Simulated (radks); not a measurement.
Question: Radial electron density D(r) = 4 pi r^2 rho(r) of an atom or ion with 38 electrons. Method: scalar-relativistic Kohn-Sham, LDA (Slater exchange, VWN5 correlation), spin-polarised, spherical densities, finite nucleus; Fermi nuclear charge, rms radius of each element as measured or else 0.836 A^(1/3) + 0.57 fm; computed with a radial shooting solver on a logarithmic mesh with Libxc functionals.

r (bohr)  D(r) (e/bohr)   spin D(r)
0.001097          2.129  -0.0000306
0.001406          3.262  -0.0000468
0.001802          4.953  -0.0000709
0.002327          7.531   -0.000107
0.002982          11.13   -0.000158
0.003821          16.14   -0.000228
0.004936          23.07   -0.000325
0.006326          31.60   -0.000442
0.008106          41.58   -0.000578
0.01047           52.34   -0.000722
0.01342           61.37   -0.000838
0.0172            66.72   -0.000879
0.02221           66.76   -0.000678
0.02846           62.52    0.000366
0.03648           58.84     0.00446
0.04712           62.25      0.0192
0.06038           74.01      0.0616
0.07737           85.39       0.167
0.09995           83.27       0.388
0.1281            68.31       0.715
0.1641            59.49        1.02
0.212             67.34       0.991
0.2717            70.42       0.471
0.3482            50.63    -0.00844
0.4497            26.25       0.604
0.5763            19.98        2.26
0.7385            18.76        3.21
0.954             10.33        2.27
1.222             2.801       0.813
1.567            0.3327       0.133
2.024           0.01336     0.00742
2.593         0.0001819    0.000133

What is the nuclear charge?

Answer: Z = 52. The innermost maximum, from 1s, lies near gamma/Z bohr with gamma = sqrt(1 - (Z/c)^2) = 0.925, here 0.0178 bohr (found: 0.0195), and its height grows with Z. The density is that of the tellurium ion Te14+ in [Kr] 4d2; the configuration itself is not fixed sharply by these data, and Z only to a few units. D(r) has 4 maxima, at r = 0.0195, 0.0852, 0.251, 0.634 bohr, and minima at 0.0380, 0.164, 0.576 bohr, inside which lie 1.99, 11.12, 29.54 electrons.
